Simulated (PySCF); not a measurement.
Job for PySCF: R-HF/3-21G on AsH5Se (a complex), monomers drawn apart or pushed together.

```python
from pyscf import gto, scf, dft, mp
from pyscf.data.elements import chemcore

mol = gto.M(
    atom='''
    As   -0.18873439   -0.11764323   -0.35513058
    H    -0.15343769   -0.09021150   -1.88060545
    H     1.30997495    0.13332965   -0.25091682
    H    -0.50743476    1.36942323   -0.26976997
    Se   -0.04659200   -0.48115257    2.97740658
    H    -1.49040111   -0.54972034    2.71519125
    H    -0.27714454    0.02769120    4.33923782
    ''',
    basis='3-21g',
    charge=0, spin=0, verbose=3, max_memory=1800)
mf = scf.RHF(mol)
mf.conv_tol = 1e-8
mf.max_cycle = 100
mf.kernel()
if not mf.converged:
    mf = mf.newton().run(mf.mo_coeff, mf.mo_occ)
```

**Question.** Give the final energy of this run.

**Answer.** -4614.7379 hartree.
